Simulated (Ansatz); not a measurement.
The same ligand exchange along the group C, Ge, Sn.

Gas-phase electronic energies from Ansatz, PBE0-D4/def2-TZVP geometries. CBS: MP2 limit from def2 TZ/QZ plus the TZ coupled-cluster correction, frozen cores. This one scheme is used for every species. Functionals use def2-TZVPP. Elements past krypton have def2 core potentials. For Ge, I, Sn outer-core shells are correlated without core-valence functions, which leaves a few kJ/mol of doubt a bond. Scalar relativity is left out up to krypton. Each species was taken in one conformer, which may not be the lowest.

```csv
reaction,LDA (SPW92) (kJ/mol),PBE-D4 (kJ/mol),B97M-V (kJ/mol),B2PLYP (kJ/mol),CCSD(T)/CBS(def2) (kJ/mol)
`FCS` + HI → `FCI` + H₂S,12,6,9,6,4
`[F][GeH2][SH]` + HI → `[F][GeH2][I]` + H₂S,-26,-29,-25,-31,-32
`[F][SnH2][SH]` + HI → `[F][SnH2][I]` + H₂S,-41,-43,-39,-46,-50
```

Largest T1 diagnostic: 0.013, for `[F][SnH2][SH]`.
